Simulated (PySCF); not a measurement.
A run for PySCF: D3(BJ) and D4 dispersion corrections on CHN (SMILES C#N).

```python
from pyscf import gto
from pyscf.dispersion import dftd3, dftd4

mol = gto.M(
    atom='''
    C     0.17116442   -0.18985582    3.42872352
    N     0.05719216   -0.08862177    2.29809365
    H     0.27761362   -0.28439415    4.48475215
    ''',
    basis='def2-svp',
    charge=0, spin=0, verbose=0, max_memory=1800)
d3, d4 = {}, {}
for xc in ['hf', 'pbe', 'blyp', 'revpbe', 'tpss', 'r2scan', 'b3lyp', 'pbe0', 'bhlyp', 'camb3lyp', 'b2plyp']:
    d3[xc] = float(dftd3.DFTD3Dispersion(mol, xc=xc, version='d3bj', atm=False).get_dispersion()['energy'])
    print(f'D3(BJ) {xc:10s} {d3[xc]:14.8f} Eh')
for xc in ['hf', 'pbe', 'blyp', 'revpbe', 'tpss', 'r2scan', 'b3lyp', 'pbe0', 'bhlyp', 'camb3lyp', 'b2plyp']:
    d4[xc] = float(dftd4.DFTD4Dispersion(mol, xc={'camb3lyp': 'cam-b3lyp'}.get(xc, xc), atm=True).get_dispersion()['energy'])
    print(f'D4     {xc:10s} {d4[xc]:14.8f} Eh')
```

Program output:

```
D3(BJ) hf            -0.00977006 Eh
D3(BJ) pbe           -0.00084361 Eh
D3(BJ) blyp          -0.00180417 Eh
D3(BJ) revpbe        -0.00235042 Eh
D3(BJ) tpss          -0.00102902 Eh
D3(BJ) r2scan        -0.00020260 Eh
D3(BJ) b3lyp         -0.00145633 Eh
D3(BJ) pbe0          -0.00068582 Eh
D3(BJ) bhlyp         -0.00110625 Eh
D3(BJ) camb3lyp      -0.00057284 Eh
D3(BJ) b2plyp        -0.00063663 Eh
D4     hf            -0.00307546 Eh
D4     pbe           -0.00068100 Eh
D4     blyp          -0.00161490 Eh
D4     revpbe        -0.00274394 Eh
D4     tpss          -0.00092847 Eh
D4     r2scan        -0.00015358 Eh
D4     b3lyp         -0.00110353 Eh
D4     pbe0          -0.00055194 Eh
D4     bhlyp         -0.00072968 Eh
D4     camb3lyp      -0.00054082 Eh
D4     b2plyp        -0.00046611 Eh
```

The run finished.

Cost: roughly 0.06 core-seconds.
